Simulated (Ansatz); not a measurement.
Diatomic SnOs, closed-shell singlet (lowest of 2S+1 = 1, 3, 5, 7 at CCSD(T)/def2-TZVPP on PBE0 minima; our sources give no spin for the ground state, which may be another). No spin–orbit coupling.

Seven points along R, fitted to fifth degree in 1/R; most abundant isotopes. Runs in def2 and cc sets follow the lowest solution found near the PBE0 minimum. The singlet is held restricted. HF and MP2 rows in def2 and cc sets belong to the determinant that coupled cluster picked by its CCSD energy.

Programs: Ansatz (Gaussian basis) for Hartree–Fock, density functionals and correlated methods.  In def2 rows elements past Kr take small-core potentials, without spin–orbit coupling.

Energies at HF/def2-TZVPP:

```tsv
R (Å)	E (hartree)
2.222576	-303.07602814
2.282323	-303.08495723
2.337290	-303.08919277
2.399427	-303.09037584
2.461563	-303.08859521
2.533259	-303.08380408
2.616905	-303.07564062
```

Question: With a reduced mass of 73.8034 u, find the minimum, the force constant and the constants.

Answer: A fifth-degree polynomial in 1/R puts the minimum at r_e = 2.3905 Å with force constant 346 N/m. Then ω_e = (1/2πc)√(k/μ) = 282 cm⁻¹ and B_e = h/(8π²cμr_e²) = 0.03997 cm⁻¹; the cubic and quartic terms give α_e = 8.4e-5 and ω_e x_e = 0.48 cm⁻¹.

Doubts at one or more of the structures used: a restricted determinant that unrestricted orbitals would lower (HF/def2-TZVPP).

Ansatz is a quantum-chemistry and plane-wave program.
